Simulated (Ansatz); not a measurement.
The Zn1–H2 bond of FHZn (SMILES [F][ZnH]) is stretched (multiplicity 1, the rest rigid).
Geometry at rest (charge 0, multiplicity 1):
```tsv
atom	x (Å)	y (Å)	z (Å)
Zn	0.0000	0.0000	-0.3581
H	0.0000	0.0000	-1.8636
F	0.0000	0.0000	1.4008
```

Cores are frozen in the correlated methods.

Run with Ansatz (Gaussian orbitals). Values without a source in brackets are computed.

Energies above the point at 1.505 Å (the B3LYP-D3(BJ) bond length), FIC-MRCISD+Q on CASSCF(2,2)/def2-TZVPP (kcal/mol): 4.53 at 1.355 Å; 3.36 at 1.656 Å; 80.88 at 4.817 Å.

Take the last value as the depth D of a Morse curve D(1 − e^(−a(R − R₀)))², fit a and R₀ to the two near points, and test it at 2.032 and 2.635 Å.


With D = 80.9, both near points (counted from the curve's value at 1.505 Å) are met by a = 1.47 Å⁻¹ and R₀ = 1.500 Å, so k = 2Da² = 348 kcal/(mol Å²). The curve then gives 23.7 and 53.1 kcal/mol; the level itself gives 24.1 and 56.9, so Morse is off by -0.3 and -3.8.

Ansatz is an electronic-structure program.
